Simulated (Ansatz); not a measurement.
Correlation energies of Cl2H3O3Ta (`[OH][Ta]([OH])([OH])([Cl])[Cl]`) by basis set

```xyz
9

O    -1.657   -0.640   -0.211
Ta    0.146   -0.058   -0.193
O     0.670   -1.521    0.820
O     0.783    1.152    1.119
Cl   -0.647    1.890   -1.359
Cl    1.505   -0.580   -1.987
H    -2.343   -0.078   -0.583
H     0.927   -2.259    1.366
H     0.616    2.094    1.029
```

Total charge 0; spin multiplicity 1. Correlated methods include outer-core shells of Ta, which these sets cover unevenly. Ta: def2 effective core potential. All single points use the PBE0-D4/def2-TZVP geometry. It is one conformer, not always the lowest. Frozen core, restricted reference, Ansatz 0.2.0.

| basis | HF (Eh) | MP2 corr. |
| --- | --- | --- |
| def2-SVP | -1201.52766 | -1.12785 |
| def2-TZVPP | -1202.15996 | -1.51609 |
| def2-QZVPP | -1202.19670 | -1.66521 |

(1) Estimate the CCSD correlation energy and the (T) correction in each basis where they were run (hartree).

Results:

(1) 
| basis | CCSD corr. | (T) |
| --- | --- | --- |
| def2-SVP | -1.13981 | -0.03692 |
| def2-TZVPP | -1.52451 | -0.06971 |
